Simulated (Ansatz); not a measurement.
Single points on K3⁺.

```yaml
crystal:
  periodic: [false, false, false]
  atoms:
    - {symbol: K, position_ang: [-0.086682, 0.851726, -2.391105]}
    - {symbol: K, position_ang: [-2.089652, -0.947787, 1.086207]}
    - {symbol: K, position_ang: [2.176335, 0.096051, 1.304898]}
basis:
  gaussian: {orbitals: def2-TZVP, initial_orbitals: start.molden}
total_charge: 1
hamiltonian: {xc: {name: BLYP}}
scf: {omitted_lower_state_checks: [starts]}
output: {orbitals: {seedname: orbitals}}
```

The file start.molden holds the orbitals of an earlier run on this structure, at another level or in another basis.

```sh
$ ansatz run in.yaml --threads 4 --pin off --events-out ev --progress --plain --max-ram 3916MiB
```

Shortened log:

```
Functional definition: BLYP
975 factors; their error is unknown
mean field evaluation 1: about -48970.2448 eV, gradient 7.6e0 eV
mean field evaluation 2: about -48970.3121 eV, gradient 1.3e-1 eV
mean field evaluation 4: about -48970.2751 eV, gradient 6.2e-4 eV
mean field evaluation 8: about -48970.2751 eV, gradient 2.5e-5 eV
mean field -48970.27509145 eV, -1799.6244163662 hartree, gradient 2.5e-5 eV, S^2 0.000000; 0 other end points of the search recorded, 0 dependent functions left out
reference -48970.27538101 eV, -1799.6244270072 hartree; 28, 28 occupied and 71, 71 virtual orbitals, 975 factors
Total energy: -48970.27538101 eV, -1799.6244270072 hartree
Checks for a lower state left out: starts
```

Run time 0.65 s (4 threads of Intel Xeon 6975P-C on a shared host).

First input, but with `gaussian: {orbitals: 6-31G}`, `hamiltonian: {xc: hf}` (abridged; 0.3 s):

```
Functional definition: HF
mean field -48905.63452552 eV, -1797.2489193832 hartree, gradient 1.8e-5 eV, S^2 0.000000
Total energy: -48905.63452552 eV, -1797.2489193832 hartree
Checks for a lower state left out: starts
```

The first input with `correlation: {method: mp2}` and without the key `hamiltonian` (abridged; 0.35 s):

```
Functional definition: HF
mean field -48908.37317241 eV, -1797.3495628002 hartree, gradient 1.1e-6 eV, S^2 0.000000; unrestricted orbitals would lower it
mean field evaluation 16: about -48908.3733 eV, gradient 2.4e0 eV
15 core orbitals not correlated: weight in the atoms' cores, before any rotation towards them, 1.000 or more for the frozen orbitals, at most 0.000 for the correlated occupied ones
second order -13.32446507 eV of doubles, -0.00000000 eV of singles
Total energy: -48921.69763748 eV, -1797.8392278599 hartree
Checks for a lower state left out: starts
```

As the first input, with `gaussian: {orbitals: STO-3G}`, `hamiltonian: {xc: hf}` (abridged; 0.1 s):

```
Functional definition: HF
mean field -48415.40730655 eV, -1779.2334013741 hartree, gradient 1.4e-5 eV, S^2 0.000000
Total energy: -48415.40730655 eV, -1779.2334013741 hartree
Checks for a lower state left out: starts
```

First input, but with `gaussian: {orbitals: 6-31G}`, `hamiltonian: {xc: {name: B3LYP}}` (abridged; 0.85 s):

```
Functional definition: B3LYP
mean field evaluation 16: about -48968.8660 eV, gradient 1.8e-5 eV
mean field -48968.86601545 eV, -1799.5726337781 hartree, gradient 1.8e-5 eV, S^2 0.000000
Total energy: -48968.86627266 eV, -1799.5726432306 hartree
Checks for a lower state left out: starts
```

As the first input, with `hamiltonian: {xc: pbe}`, `correlation: {method: rpa}` and without the key `output` (abridged; 0.8 s):

```
Functional definition: PBE
mean field -48952.73386336 eV, -1798.9797881238 hartree, gradient 2.2e-6 eV, S^2 0.000000
15 core orbitals not correlated: weight in the atoms' cores, before any rotation towards them, 1.000 or more for the frozen orbitals, at most 0.000 for the correlated occupied ones
Total energy: -48928.88877647 eV, -1798.1034973434 hartree
Checks for a lower state left out: starts
```

The first input with `hamiltonian: {xc: pbe0}`, `output: {forces: true, orbitals: {seedname: orbitals}}` and without the key `scf` (abridged; 1.1 s):

```
Functional definition: PBE0
mean field evaluation 16: about -48956.6347 eV, gradient 2.5e-3 eV
mean field -48956.63473881 eV, -1799.1231426525 hartree, gradient 6.5e-5 eV, S^2 0.000000; 1 other end points of the search recorded, 0 dependent functions left out
Total energy: -48956.63477180 eV, -1799.1231438646 hartree
Atom 0 force    -0.000407     0.006110    -0.016997 eV/Å
Atom 1 force    -0.015395    -0.006936     0.007875 eV/Å
Atom 2 force     0.015801     0.000826     0.009122 eV/Å
Dipole moment:     0.000272     0.000186    -0.000313 e Å
```

Geometry: PBE/def2-TZVP.

The 6-31G sets use Cartesian d functions. B3LYP takes the VWN-RPA correlation. Correlated methods freeze 15 core orbitals; core or outer-core shells of K are correlated, in sets that lack core-valence functions. The restricted singlet is unstable towards broken spin symmetry in Hartree–Fock (as tested in another run); at HF/6-31G, HF/STO-3G this wasn't settled. At MP2/def2-TZVP the restricted singlet (for correlated methods, its reference) is unstable: a solution with broken spin symmetry lies lower. The structure comes from a short search, and lower isomers may exist.
